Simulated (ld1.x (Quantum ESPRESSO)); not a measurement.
**What one change does to a pseudopotential (tin, TM)**

ld1.x (Quantum ESPRESSO) 7.5 input, shortened:

```
&input
   title='Sn', zed=50., rel=1, dft='PBE', iswitch=3,
   config='[Kr] 4d10 5s2 5p1 5d-2'
 /
 &inputp
   pseudotype=2, tm=.true., lloc=0,
   nlcc=.false.
 /
3
5P  2  1   1.00   0.00  2.10  2.10  0.0
5D  3  2  -2.00   0.20  1.85  1.85  0.0
5S  1  0   2.00   0.00  2.00  2.00  0.0
 &test
   configts(1)='5s2 5p1'
 /
```

Change: wave 5s (bound): rc 2.00 bohr becomes 5s (bound): rc 1.22 bohr.

Cutoffs: the cutoffs (Ry, on a coarse ladder) from which the occupation-weighted sum of valence levels, in a spherical-Bessel basis at the reference potential, stays within 10 and 1 mRy of its value at 400 Ry; they do not see the model core or the augmentation charge, which bear on the density cutoff. Errors are all-electron minus pseudo energies relative to the spin-unpolarised reference configuration.

Task: What does the change do?

Result: The bound ghosts move from d to d, p, s; the miss of the reference levels goes from 0.00 to 0.19 eV; of the 7 tests that both files solve, the error grows in 4 and shrinks in 2 by more than 15 % and 0.3 meV (median size 22.2 → 96.8 meV); the range in which the p phases agree narrows (upper end 4.4 → -0.7).

```tsv
quantity	base	changed
cutoffs, loose and tight	21 Ry, 30 Ry	not determined
bound ghosts	d	p, d, s (extra level of the local part)
largest miss of a reference level, eV	0.00	0.19
error for 5s2 5p2, meV [ΔE -6.87 eV]	+8.9	+97
error for 5s2 5p0, meV [ΔE 13.95 eV]	+22	-158
error for 5s1 5p0, meV [ΔE 44.92 eV]	+177	-133
error for 5s2 5p1.5, meV [ΔE -4.26 eV]	+3.2	+57
error for 5s1 5p3, meV [ΔE 0.10 eV]	+37	+53
error for 5s1 5p2, meV [ΔE 7.65 eV]	+21	-11
error for 5s0 5p4, meV [ΔE 7.31 eV]	+100	+99
s: phases at 2.30 bohr within 0.05 rad from the reference energy up to (Ry; the scan ends near 5)	3.0	2.3
p: phases at 2.30 bohr within 0.05 rad from the reference energy up to (Ry; the scan ends near 5)	4.4	-0.7
d: phases at 2.30 bohr within 0.05 rad from the reference energy up to (Ry; the scan ends near 5)	1.3	1.5
```

 A true bound ghost makes a file unfit for plane-wave use even where its test errors are small: the radial tests pick states by their node count and pass the ghost by.
